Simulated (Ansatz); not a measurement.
Cost and result for the atomization energy of C₂H₁₀AlBSi (`B[SiH2][CH2][AlH][CH3]`) (15 atoms, 14 bonds).

```csv
atom,x (Å),y (Å),z (Å)
B1,-0.8428,-1.1110,1.3121
Si2,-1.6233,-0.3294,-0.3709
C3,-0.2804,-0.1788,-1.6690
Al4,1.1370,0.9289,-0.9181
C5,1.5454,0.6886,0.9823
H6,-0.1799,-2.1081,1.2372
H7,-1.0591,-0.6877,2.4092
H8,-2.2250,1.0202,-0.1407
H9,-2.7489,-1.2259,-0.7870
H10,-0.6610,0.1911,-2.6243
H11,0.1261,-1.1856,-1.8362
H12,1.9048,2.0378,-1.7602
H13,1.1990,-0.2641,1.4103
H14,2.6210,0.7341,1.1821
H15,1.0871,1.4899,1.5732
```

Charge 0, multiplicity 1. Geometry: relaxed with PBE0-D4/def2-TZVP. It is one conformer, not always the lowest. Program: Ansatz. All runs use 4 threads of an Arm Neoverse V1 on a shared host. Times are those of one run each, without the atoms' runs, and a repeat can differ threefold. Electronic energies, without spin–orbit coupling; frozen cores. CCSD(T)/CBS adds CCSD(T) − MP2 in def2-TZVPP to the MP2 limit, and its time is that of the two runs behind it. T1 = 0.011. B3LYP takes the VWN-RPA correlation (the form of Gaussian; ORCA's B3LYP/G).

CCSD(T)/CBS is a level of theory with its own doubt, some kJ/mol a heavy atom from the limit and from the frozen cores, so smaller differences don't rank the functionals.

```
                             level  functions  wall time
   PBE-D4/def2-TZVPP (with forces)        317      4.1 s
                PBE0-D4/def2-TZVPP        317      5.5 s
r2SCAN-D4/def2-TZVPP (with forces)        317        8 s
 B3LYP-D4/def2-TZVPP (with forces)        317        9 s
                 B2PLYP/def2-TZVPP        317      9.5 s
                ωB97X-V/def2-TZVPP        317       13 s
  ωB97M-V/def2-TZVPP (with forces)        317       20 s
                    MP2/def2-QZVPP        611       58 s
                CCSD(T)/def2-TZVPP        317     20 min
                 CCSD(T)/CBS(def2)          –     21 min
```

Problem. What atomization energy does each give, and how far from CCSD(T)/CBS? (An estimate is asked.)

Solution. Ansatz gave: 
| level | atomization (kcal/mol) | difference from CCSD(T)/CBS | per bond |
| --- | --- | --- | --- |
| PBE-D4/def2-TZVPP (with forces) | 1204.2 | 4.4 | 0.3 |
| PBE0-D4/def2-TZVPP | 1199.2 | -0.6 | 0.0 |
| r2SCAN-D4/def2-TZVPP (with forces) | 1206.3 | 6.5 | 0.5 |
| B3LYP-D4/def2-TZVPP (with forces) | 1202.2 | 2.4 | 0.2 |
| B2PLYP/def2-TZVPP | 1186.6 | -13.2 | -0.9 |
| ωB97X-V/def2-TZVPP | 1206.5 | 6.7 | 0.5 |
| ωB97M-V/def2-TZVPP (with forces) | 1204.8 | 5.0 | 0.4 |
| MP2/def2-QZVPP | 1192.1 | -7.7 | -0.6 |
| CCSD(T)/def2-TZVPP | 1173.9 | -25.9 | -1.8 |
| CCSD(T)/CBS(def2) | 1199.8 | 0.0 | 0.0 |

In def2-TZVPP, CCSD(T) changes the Hartree–Fock value by +247.9 kcal/mol (the triples alone add +11.8 kcal/mol) and MP2 by +250.8 kcal/mol; breaking electron pairs costs correlation energy, which Hartree–Fock lacks. From PBE to PBE0 (25 % exact exchange), in def2-TZVPP and without D4, the atomization energy moves by −3.8 kcal/mol: exact exchange takes away binding that semilocal exchange gives to molecules. The D4 term adds +13.0 kcal/mol with B3LYP and +6.9 kcal/mol with PBE0; it sums over pairs of atoms, weighted by their polarisabilities, and B3LYP, whose exchange is more repulsive, gets the larger term.
